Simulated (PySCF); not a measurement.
Members of one series of related molecules.

All values: CAM-B3LYP/def2-SVPD (PySCF) at PBE0-D3(BJ)/def2-SVP geometries, gas phase, one conformer each. Core orbitals are frozen in the response; Δα² is half the sum of the squared differences of the principal polarisabilities. Atoms past krypton carry effective core potentials. The calculation is non-relativistic apart from the core potentials, for bromine too. Dipoles and anisotropies that the point group forbids are given as zero.

**Question.** Rank by HOMO–LUMO gap, lowest first.
A. `[SiH3]B([SiH3])[SiH3]`
B. `OB(O)O`
C. `N#CB(C#N)C#N`
D. `S=C=NB(N=C=S)N=C=S`
E. `[H]B([H])[H]`
F. `S(B(SC)SC)C`

**Answer.** D (6.72 eV), A (7.33 eV), C (8.25 eV), F (8.89 eV), E (10.59 eV), B (10.96 eV).

**Question.** Rank by mean static polarisability, lowest first.
A. `N#CB(C#N)C#N`
B. `CSB(SC)SC`
C. `BrB(Br)Br`
D. `[SiH3]B([SiH3])[SiH3]`
E. `B`
F. `IB(I)I`

**Answer.** E (2.66 Å³), A (8.90 Å³), C (11.47 Å³), D (15.60 Å³), B (17.10 Å³), F (17.69 Å³).

**Question.** Rank by HOMO energy, lowest first.
A. `[SiH3]B([SiH3])[SiH3]`
B. `B`
C. `BrB(Br)Br`
D. `B(I)(I)I`
E. `C(=NB(N=C=S)N=C=S)=S`
F. `CSB(SC)SC`

**Answer.** B (-11.41 eV), C (-9.63 eV), A (-9.33 eV), E (-8.92 eV), D (-8.60 eV), F (-8.13 eV).

All values together:

| SMILES | formula | μ (D) | HOMO (eV) | LUMO (eV) | α (Å³) | Δα (Å³) | electrons | α per electron (Å³) | ΔSCF removal energy (eV) |
| --- | --- | --- | --- | --- | --- | --- | --- | --- | --- |
| OB(O)O | BH3O3 | 3.05 | -10.87 | 0.09 | 4.09 | 1.28 | 32 | 0.128 | – |
| S=C=NB(N=C=S)N=C=S | C3BN3S3 | 0.00 | -8.92 | -2.20 | 24.49 | 19.17 | 92 | 0.266 | – |
| IB(I)I | BI3 | 0.00 | -8.60 | -1.52 | 17.69 | 7.81 | 164 | 0.108 | 9.45 |
| CSB(SC)SC | C3H9BS3 | 0.00 | -8.13 | 0.76 | 17.10 | 7.63 | 80 | 0.214 | – |
| FB(F)F | BF3 | 0.00 | -13.98 | 0.51 | 2.34 | 0.55 | 32 | 0.073 | – |
| [SiH3]B([SiH3])[SiH3] | BH9Si3 | 0.05 | -9.33 | -2.00 | 15.60 | 4.32 | 56 | 0.279 | – |
| [H]B([H])[H] | BH3 | 0.00 | -11.41 | -0.81 | 2.66 | 0.70 | 8 | 0.332 | 13.15 |
| BrB(Br)Br | BBr3 | 0.00 | -9.63 | -1.11 | 11.47 | 4.71 | 110 | 0.104 | – |
| ClB(Cl)Cl | BCl3 | 0.00 | -10.55 | -0.70 | 8.08 | 3.09 | 56 | 0.144 | – |
| N#CB(C#N)C#N | C3BN3 | 0.00 | -12.51 | -4.27 | 8.90 | 5.18 | 44 | 0.202 | – |

Conformers: `OB(O)O`; `CSB(SC)SC`.

A dash marks a removal energy that wasn't run or isn't settled.

**Question.** How closely does the mean polarisability follow the number of electrons in this set?

**Answer.** The correlation coefficient is 0.71; α per electron runs from 0.073 to 0.332 Å³.
